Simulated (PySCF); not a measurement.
# Spin states and ions at one geometry of [Pb(BH4)3]+

PySCF 2.14.0, RKS TPSS, Pb def2-SVP with ECP60, B def2-SVP, H def2-SVP; non-relativistic Hamiltonian with scalar-relativistic core potentials where named; density fitting; no spin-orbit coupling; singlets restricted, open shells unrestricted. The geometry is relaxed for charge +1, singlet, vacuum:

```xyz
16

Pb    0.6074    0.0000    0.0414
B    -0.1698    0.0000    2.3009
H    -1.5943    0.0000    2.5463
H     0.1084    1.0778    2.7384
H    -1.4927    0.0000    1.7248
H     0.1084   -1.0778    2.7384
B    -0.7539    0.0000   -2.0090
H    -0.3073    0.0000   -3.1326
H    -0.2109   -1.0862   -1.5392
H    -1.9138    0.0000   -1.6801
H    -0.2109    1.0862   -1.5392
B     3.0288    0.0000   -0.4306
H     3.6840    0.0000    0.5805
H     2.3147   -1.0922   -0.3812
H     3.4049    0.0000   -1.5778
H     2.3147    1.0922   -0.3812
```

Energies count from the relaxed state; an electron taken off or put on is at rest in vacuum. Charges and spins are Mulliken's.

```
                     state  energy (eV)  spin squared  charge on Pb1 (e)  spin on Pb1 (e)  dipole about the centre of mass (D)
charge +1, singlet, vacuum         0.00          0.00               0.61             0.00                                 5.07
charge +1, triplet, vacuum         3.54          2.01               0.69             0.38                                 3.13
charge +2, doublet, vacuum        14.98          0.76               0.73             0.13                                 3.61
```

Question: What does the state charge 0, doublet, vacuum give?

Answer: energy (eV) -6.21, spin squared 0.75, charge on Pb1 (e) 0.53, spin on Pb1 (e) 0.14, dipole about the centre of mass (D) 3.85.

With an electron taken off (doublet) the charges change, summed by element, by Pb +0.12 e, B +0.08 e, H +0.79 e. The vertical ionisation energy is 14.98 eV, against −ε(HOMO) = 12.50 eV of the relaxed state. The level lies 2.5 eV too high, as is usual for semilocal functionals and global hybrids, which keep a self-interaction error.

With an electron put on (doublet) the charges change, summed by element, by Pb -0.08 e, B -0.01 e, H -0.91 e. The vertical electron affinity is 6.21 eV, against −ε(LUMO) = 8.58 eV of the relaxed state.

Open shells may have lower solutions than those found.

On relaxing from the template, bonds within or between ligands changed, so the formula names the start rather than the bonding at the end. No frequency check is given that shows the relaxed geometry to be a minimum.
